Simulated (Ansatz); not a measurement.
`[SiH3]S/C=C/S` and `[SiH3]/C=C\S` differ in one atom or group (the configuration at the double bond changes too).

Ansatz, PBE0-D4/def2-TZVP geometries, multiplicity 1. Each molecule was computed in one conformer, which needn't be the lowest.

| property | `[SiH3]S/C=C/S` |
| --- | --- |
| HOMO–LUMO gap (PBE0/def2-TZVPP) / eV | 5.78 |
| HOMO energy (B3LYP/def2-TZVPP) / eV | -6.20 |
| size of the dipole moment (PBE/def2-TZVPP) / D | 1.12 |
| LUMO energy (PBE/def2-TZVPP) / eV | -1.54 |
| LUMO energy (ωB97M-V/def2-TZVPP) / eV | 1.38 |
| HOMO energy (PBE/def2-TZVPP) / eV | -5.37 |

Q: Give the same properties after the change, and the shifts. (An estimate is asked.)

A: Computed: 
```
                                      property  `[SiH3]/C=C\S`  shift
          HOMO–LUMO gap (PBE0/def2-TZVPP) / eV            6.04   0.26
           HOMO energy (B3LYP/def2-TZVPP) / eV           -6.55  -0.35
size of the dipole moment (PBE/def2-TZVPP) / D            0.51  -0.61
             LUMO energy (PBE/def2-TZVPP) / eV           -1.63  -0.09
         LUMO energy (ωB97M-V/def2-TZVPP) / eV            1.28  -0.10
             HOMO energy (PBE/def2-TZVPP) / eV           -5.71  -0.34
```

With PBE0 the HOMO falls by 0.35 eV and the LUMO falls by 0.09 eV, so the gap widens by about 0.26 eV. PBE moves the HOMO by -0.34 eV and ωB97M-V by -0.39 eV. Dipoles are sizes alone; their direction can turn.

B3LYP here is the variant with VWN-RPA as its local correlation; programs differ in this.
